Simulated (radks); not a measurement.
Values are calculated unless marked as measured or tabulated.
Removal energies from the manganese ion Mn7+, [Ar], by Delta-SCF beside the eigenvalue of the level emptied. Level of theory: scalar-relativistic Kohn-Sham, PBE, spin-polarised, spherical densities, finite nucleus; Fermi nuclear charge, rms radius of each element as measured or else 0.836 A^(1/3) + 0.57 fm (a radial shooting solver on a logarithmic mesh with Libxc functionals). Open shells are filled with parallel spins first.

removed from   final configuration  Delta-SCF (eV)  -eigenvalue (eV)
3p                    [Ne] 3s2 3p5          195.83            182.97
3s                    [Ne] 3s1 3p6          228.86            215.82
2p            [He] 2s2 2p5 3s2 3p6          813.69            777.26
2s            [He] 2s1 2p6 3s2 3p6          922.96            891.21
